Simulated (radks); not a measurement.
The mean radii <r> (bohr) of the occupied orbitals of an atom or ion are listed with their occupations. All-electron calculation, Dirac Kohn-Sham, PBE, spin-unpolarised, spherical densities, point nucleus. Program: a radial shooting solver on a logarithmic mesh with Libxc functionals.

| orbital | occ. | <r> |
|---|---|---|
| 1s1/2 | 2 | 0.04860 |
| 2s1/2 | 2 | 0.2176 |
| 2p1/2 | 2 | 0.1883 |
| 2p3/2 | 4 | 0.1918 |
| 3s1/2 | 2 | 0.6474 |
| 3p1/2 | 2 | 0.6648 |
| 3p3/2 | 4 | 0.6750 |
| 3d3/2 | 4 | 0.7552 |
| 3d5/2 | 5 | 0.7599 |
| 4s1/2 | 1 | 1.977 |
| 4p1/2 | 1 | 2.335 |

Name the element and its charge. Open shells, if any, fill j = l - 1/2 first.

Answer. Z = 31, gallium, charge +2: Ga2+ in [Ar] 3d9 4s1 4p1. The 1s radius gives Z: for a bare nucleus <r> = (2 gamma + 1)/(2Z) with gamma = sqrt(1 - (Z/c)^2), 0.04755 bohr for Z = 31, and screening makes it slightly larger (0.04860 here). The occupations add up to 29, and the charge is Z minus that.
